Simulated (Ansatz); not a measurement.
Species: H$_{3}$In, SMILES `[InH3]` (charge 0, multiplicity 1).

Task: Give a relaxed geometry from PBE0-D4/def2-TZVP (Ansatz, a quantum-chemistry and plane-wave program).

Result: the end point of this relaxation (outside a Z-matrix the atoms follow the SMILES, hydrogens last).
Z-matrix (Å, degrees):
```
In
H 1 1.7244
H 1 1.7244 2 120.00
H 1 1.7244 2 120.00 3 180.00
```
